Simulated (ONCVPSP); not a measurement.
# What one change does to a pseudopotential (rubidium (Rb), ONCV)

Rb (Z = 37), optimised norm-conserving Vanderbilt (ONCV), made with ONCVPSP 4.0.1 (LDA (Perdew-Wang 92), scalar-relativistic). Core [Ar] 3d10 4s2, reference 4p6 5s0.75 (charge +0.25). Waves: 5s: rc 3.45 bohr, ncon 4, nbas 8, qcut 2 1/bohr, 2 projectors, debl 0.8 Ha; 4p: rc 2.20 bohr, ncon 4, nbas 7, qcut 7.3 1/bohr, 1 projector; d scattering state at 0.28 Ha: rc 3.60 bohr, ncon 3, nbas 8, qcut 2.5 1/bohr, 1 projector. Local part: polynomial inside 1.60 bohr (lpopt 5, dvloc0 4 Ha). Core correction: Teter function, fcfact 4.25, rcfact 1.65.

In the d channel the program set the typed energies aside and used 0.050 Ha.

Change: s: rc 4.92.

Cutoffs: the cutoffs (Ha) at which the residual kinetic energy of the hardest occupied pseudo-wave falls to 1 and 0.1 mHa per electron; they do not see the model core or the augmentation charge, which bear on the density cutoff. Errors are all-electron minus pseudo energies relative to the spin-unpolarised reference configuration.

Question: Predict the effect on cutoff, ghosts and configuration errors.

Answer: The potential gets neither clearly harder nor softer (9.2 Ha and 15 Ha → 9.2 Ha and 15 Ha); of the 4 tests that both files solve, the error grows in 0 and shrinks in 2 by more than 15 % and 0.3 meV (median size 1.2 → 0.6 meV); neither file shows a bound ghost.

| quantity | base | changed |
| --- | --- | --- |
| cutoff, loose | 9.2 Ha | 9.2 Ha |
| cutoff, tight | 15 Ha | 15 Ha |
| loose cutoff by channel | s 1.2 Ha, p 9.2 Ha | s 1.1 Ha, p 9.2 Ha |
| bound ghosts | none | none |
| GHOST(+) flags under 300 eV | s at 11.3 eV | s at 9.2 eV |
| error for 4p6 5s1, meV [ΔE -0.71 eV] | +0.1 | 0.0 |
| error for 4p6 5s0, meV [ΔE 3.57 eV] | +2.2 | -1.1 |
| error for 4p6 5s0.5, meV [ΔE 0.95 eV] | +0.1 | -0.1 |
| error for 4p6 5s0 5p1, meV [ΔE 0.91 eV] | +3.7 | +1.8 |
| p: phases at 2.24 bohr within 0.05 rad from the reference energy up to (Ha; the scan ends near 5) | 1.0 | 1.0 |
| d: phases at 3.66 bohr within 0.05 rad from the reference energy up to (Ha; the scan ends near 5) | 0.4 | 0.4 |
| rms error of d²Exc/dni dnj with the model core, mHa | 0.49 | 0.46 |
